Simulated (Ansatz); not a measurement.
```xyz
2

V     0.0000    0.0000    0.0000
S     0.0000    0.0000    2.0500
```

Basis set: cc-pVTZ (spherical functions). Correlated methods keep 10 orbitals frozen. Charge 0, multiplicity 4.

Computed with Ansatz (development build ahead of 0.2.0); the reference of a correlated method needn't be the lowest determinant of its kind.

The atomization energy at this shape (free ground-state atoms in the same class of orbitals less the molecule, no zero-point energy) of quartet VS:

```
     method  atomization energy
UHF-CCSD(T)             4.18 eV
```

(1) What does UHF-CCSD give?

Results:

(1) 3.63 eV. Caution: large share of triples, a single reference is doubtful; other spin multiplicities were not run; the reference determinant was not shown to be the lowest; the unrestricted determinant is spin contaminated.
